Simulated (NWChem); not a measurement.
Species: C3H10Si; SMILES CCC[SiH3]

```xyz
14

Si     0.0773     1.7850     0.0000
C     -0.5838     0.0174     0.0000
C      0.4920    -1.0692     0.0000
C     -0.0755    -2.4815     0.0000
H     -1.0496     2.7696     0.0000
H      0.9217     2.0339    -1.2114
H      0.9217     2.0339     1.2114
H     -1.2418    -0.0969    -0.8804
H     -1.2418    -0.0969     0.8804
H      1.1479    -0.9386    -0.8789
H      1.1479    -0.9386     0.8789
H     -0.7037    -2.6590     0.8879
H      0.7233    -3.2393     0.0000
H     -0.7037    -2.6590    -0.8879
```
Atoms are numbered in this order, from 1.

All runs: NWChem. Pople sets run with spherical d functions. STO-3G and 3-21G are far too small for this property and stand as cheap habits. The geometry was optimised at PBE0/def2-SVP. Vertical excitations in the gas phase; the lowest state need not have the same character in each row.

```
level               basis functions  lowest excitation, singlet (eV)  oscillator strength of that lowest state  orbital gap (eV)  relative time
------------------  ---------------  -------------------------------  ----------------------------------------  ----------------  -------------
PBE0/3-21G, TDA                  60                             9.20                                     0.256             10.22              1
PBE0/6-31G*, TDA                 80                             8.66                                     0.233              9.73              2
PBE0/6-31+G*, TDA                96                             7.56                                     0.051              8.64              4
PBE0/def2-SVP, TDA              110                             8.55                                     0.121              9.73              4
```

Times are rough ratios from one shared machine.
